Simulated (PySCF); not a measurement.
A run for PySCF: R-HF/3-21G on C2H4 (SMILES C=C).

```python
from pyscf import gto, scf, dft, mp
from pyscf.data.elements import chemcore

mol = gto.M(
    atom='''
    C    -0.38780770   -0.56419932   -0.41899659
    C     0.34346237    0.54122439   -0.43295338
    H     0.06642078   -1.54771501   -0.42256377
    H    -1.47053193   -0.53076805   -0.40563144
    H    -0.11074857    1.52474235   -0.43176067
    H     1.42618238    0.50773441   -0.44873624
    ''',
    basis='3-21g',
    charge=0, spin=0, verbose=3, max_memory=1800)
mf = scf.RHF(mol)
mf.conv_tol = 1e-8
mf.max_cycle = 100
mf.kernel()
if not mf.converged:
    mf = mf.newton().run(mf.mo_coeff, mf.mo_occ)
```

It printed:

```
converged SCF energy = -77.6005660425569
```

Self-consistency was reached.

Cost: roughly 0.09 core-seconds.
